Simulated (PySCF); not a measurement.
# How the method changes the shape and vibrations of F2HNSi

All numbers below are calculated, not measured. They come from PySCF 2.14.0, an open-source quantum chemistry program, on an isolated molecule that a program drew, which may never have been made. The molecule is F2HNSi (charge 0, singlet), drawn as the SMILES string `N=[Si](F)F`.

The geometry was optimised and harmonic frequencies were computed with HF and MP2, all in the cc-pV(D+d)Z basis, for the commonest isotopes, with a restricted reference for singlets and an unrestricted one otherwise, and a frozen core in MP2. Each result is a local minimum of its method.

Geometry at the HF minimum:
```xyz
5
F2HNSi, angstrom
N    -0.5425    1.0009    0.5598
Si   -1.2960    0.0893    1.5469
F    -0.8676   -0.0799    3.0547
F    -2.5644   -0.8460    1.4057
H    -0.7453    1.1643   -0.4052
```

Lengths of the bonds as drawn, in Å (atoms numbered as above):
```
bond,HF,MP2
N1-Si2,1.540,1.589
Si2-F3,1.576,1.604
Si2-F4,1.582,1.612
N1-H5,0.999,1.023
```

Rotational constants, in GHz:
```
constant,HF,MP2
A,8.561,8.267
B,7.01,6.708
C,3.854,3.703
```

Harmonic frequencies in cm^-1, each column in rising order, so a row needn't be the same motion in every method:
```
rank    HF   MP2
   1   330   296
   2   364   303
   3   368   343
   4   569   558
   5   598   653
   6   848   786
   7  1008     ?
   8  1362  1222
   9  3892  3611
```

**Estimate the missing MP2 frequency from the HF column.**

A single factor s that minimises the squared misfit of MP2 against s times HF over the other rows is sum(HF x MP2) / sum(HF^2) = 0.9280, with an rms misfit of 41 cm^-1. For rank 7 it gives 0.9280 x 1008 = 935 cm^-1. The calculation gives 959 cm^-1, 24 cm^-1 above the estimate. The drawn bonds are on average 2.3 % longer in MP2 than in HF.
